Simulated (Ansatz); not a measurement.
Total energies of ClF2H3OSi2, SMILES `F[Si](F)(Cl)O[SiH3]`.

Cartesian coordinates in Å:
```
F 1.349 -1.146 1.711
Si -0.067 -1.138 1.025
F -0.165 -2.448 0.158
Cl -1.483 -1.192 2.451
O -0.235 0.149 0.110
Si 0.085 1.212 -1.104
H -0.921 2.296 -1.028
H -0.012 0.507 -2.404
H 1.449 1.761 -0.920
```

Charge 0, multiplicity 1. The geometry is a stationary point of PBE0-D4/def2-TZVP. It is one conformer, not always the lowest. Basis def2-TZVPP, Ansatz 0.2.0.

RPA on PBE orbitals: Hartree–Fock energy of these orbitals -1313.24601 Eh, correlation -1.81028 Eh (frozen core).

```tsv
functional	energy without D4 (Eh)	D4 term (kJ/mol)
LDA (SPW92)	-1310.72802	–
PBE	-1315.57909	-24.2
revPBE	-1316.02631	-67.5
r2SCAN	-1316.15269	-5.9
B97M-V	-1315.98982	–
PBE0	-1315.67860	-20.7
r2SCANh	-1316.13372	-6.4
r2SCAN0	-1316.10671	-7.1
HSE06 (plane-wave form)	-1315.64658	-19.4
CAM-B3LYP	-1316.31729	-21.3
LC-ωPBE	-1315.88885	–
ωB97M-V	-1316.22311	–
B2PLYP	-1315.83537	–
PBE-QIDH	-1315.40528	–
```

Task: Give the same for BLYP, B3LYP, BHLYP, ωB97X-V. (Estimate.)

Result: The calculation gave: 
```tsv
functional	energy without D4 (Eh)	D4 term (kJ/mol)
BLYP	-1316.30748	-52.5
B3LYP	-1316.40470	-39.3
BHLYP	-1316.25395	-32.0
ωB97X-V	-1316.09729	–
```

B3LYP takes the VWN-RPA correlation (the form of Gaussian; ORCA's B3LYP/G). HSE06 is the plane-wave form, built on full-range PBE exchange. The double hybrids freeze the cores in their second-order part.

LC-ωPBE has ω = 0.4 bohr⁻¹.
